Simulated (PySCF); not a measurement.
Ge(OH)4, optimised at GFN2-xTB:

```xyz
9

O      0.0062     0.3704    -1.6288
Ge     0.1084    -0.0179     0.0453
O      0.0304    -1.7326     0.1771
O      1.5731     0.6648     0.6389
O     -1.1759     0.6258     0.9938
H      0.2886     1.2506    -1.8690
H      0.5116    -2.2226    -0.4868
H      1.6374     0.7487     1.5882
H     -2.0038     0.1516     0.9485
```

Computed with PySCF (xtb for GFN2) and rigid-rotor harmonic-oscillator thermochemistry at 1 bar. 6-31G* has spherical d functions here. All species are closed-shell singlets. B3LYP is the form with VWN-RPA correlation. Ge: all electrons, no relativistic terms. Ge(OH)4: computed as isolated molecules; such fragments, hydroxides, amides, oligomers or adducts are transient or little studied in the gas.

Question: List the harmonic frequencies (cm⁻¹, unscaled) at this level and at the other levels, each on its own geometry.

Answer: 
- GFN2-xTB: 169, 170, 195, 195, 233, 233, 237, 278, 304, 562, 603, 606, 607, 804, 832, 832, 834, 3652, 3652, 3652, 3658
- B3LYP/6-31G*: 156, 175, 220, 220, 222, 262, 289, 289, 345, 669, 718, 734, 734, 949, 979, 988, 988, 3753, 3753, 3754, 3756
- HF/6-31G*: 159, 193, 239, 239, 251, 289, 306, 306, 375, 752, 785, 802, 802, 980, 1008, 1019, 1019, 4097, 4097, 4097, 4101
- PBE/def2-SVP: 150, 162, 210, 214, 214, 251, 274, 274, 327, 656, 707, 722, 722, 878, 902, 916, 916, 3720, 3720, 3721, 3722
- PBE0/def2-TZVP: 142, 175, 213, 235, 235, 265, 278, 279, 327, 710, 743, 761, 761, 907, 930, 942, 942, 3889, 3889, 3890, 3892
